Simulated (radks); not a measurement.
Values are calculated unless marked as measured or tabulated.
Species: Sb IV. Configuration: [Kr] 4d10 5s1 6s1 (not the ground configuration). Level of theory: Dirac Kohn-Sham, PBE, spin-unpolarised, spherical densities, point nucleus (a radial shooting solver on a logarithmic mesh with Libxc functionals).

Spin-orbit splittings of the eigenvalues, e(l+1/2) - e(l-1/2), with zeta = 2 splitting/(2l+1) and mean radii in bohr:

\begin{tabular}{lrrrrr}
shell & occ. & splitting (eV) & zeta (eV) & <r> j=l-1/2 & <r> j=l+1/2 \\ \hline
2p & 6 & 251.8 & 167.9 & 0.1033 & 0.1087 \\
3p & 6 & 46.47 & 30.98 & 0.3208 & 0.3321 \\
3d & 10 & 9.658 & 3.863 & 0.3033 & 0.3069 \\
4p & 6 & 8.611 & 5.740 & 0.8312 & 0.8598 \\
4d & 10 & 1.271 & 0.5083 & 1.006 & 1.018 \\
\end{tabular}
